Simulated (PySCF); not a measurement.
Compound: C₂H₆GaN.
Geometry (PBE0-D3(BJ)/def2-SVP, Å), atoms numbered from 1 in this order:
```
atom  x, y, z in Å
C1     2.2233   -0.1429   -0.0647
C2     0.7944   -0.0490    0.1446
N3    -0.3427    0.0248    0.3114
Ga4   -2.4551    0.1575    0.6249
H5     2.6545    0.8646   -0.1516
H6     2.4286   -0.7033   -0.9880
H7     2.6908   -0.6628    0.7837
H8    -2.9122   -0.5394   -0.7169
H9    -2.5574    1.7307    0.7228
H10   -2.5242   -0.6801    1.9625
```

Computed with EOM-IP-CCSD/aug-cc-pVDZ in PySCF, restricted Hartree–Fock reference, 12 core orbitals frozen, non-relativistic, gas phase, PBE0-D3(BJ)/def2-SVP geometry.

The vertical ionisation energies are 9.76, 9.76, 12.73, 13.83, 13.83, 16.44, 17.10, 17.10 eV.

Problem. Which Hartree–Fock orbital leads each hole, and what is its Koopmans value −ε?

Solution. 
| leading hole (HF orbital) | Koopmans (eV) | EOM-IP-CCSD (eV) | change (eV) | one-hole share |
| --- | --- | --- | --- | --- |
| HOMO | 10.24 | 9.76 | -0.48 | 0.94 |
| HOMO-1 | 10.25 | 9.76 | -0.49 | 0.94 |
| HOMO-2 | 13.86 | 12.73 | -1.13 | 0.91 |
| HOMO-3 | 14.27 | 13.83 | -0.44 | 0.95 |
| HOMO-4 | 14.27 | 13.83 | -0.44 | 0.95 |
| HOMO-7 | 18.56 | 16.44 | -2.12 | 0.90 |
| HOMO-5 | 18.08 | 17.10 | -0.98 | 0.95 |
| HOMO-6 | 18.08 | 17.10 | -0.98 | 0.95 |

Problem. Does the order of the lines follow the orbital energies?

Solution. No: the HOMO-7 hole (16.44 eV) falls below the HOMO-5 hole (17.10 eV); the HOMO-7 hole (16.44 eV) falls below the HOMO-6 hole (17.10 eV). The corrections run from -2.12 to -0.44 eV, with a mean of -0.88 eV over the 8 lines; no line lies above its Koopmans value. Koopmans values leave out both the relaxation of the orbitals and the change in correlation energy.

Problem. At what kinetic energies would He II light (40.81 eV) eject these electrons?

Solution. 31.05 eV (HOMO), 31.05 eV (HOMO-1), 28.08 eV (HOMO-2), 26.98 eV (HOMO-3), 26.98 eV (HOMO-4), 24.37 eV (HOMO-7), 23.71 eV (HOMO-5), 23.71 eV (HOMO-6).

Lines less than 0.15 eV apart could change places at a higher level. One root was sought for each valence orbital with −ε under 21 eV, eight at most, so deeper holes and satellites are missing; no vibrational structure.

The run took 5.6 min on one thread of an Arm Neoverse V2, shared host.
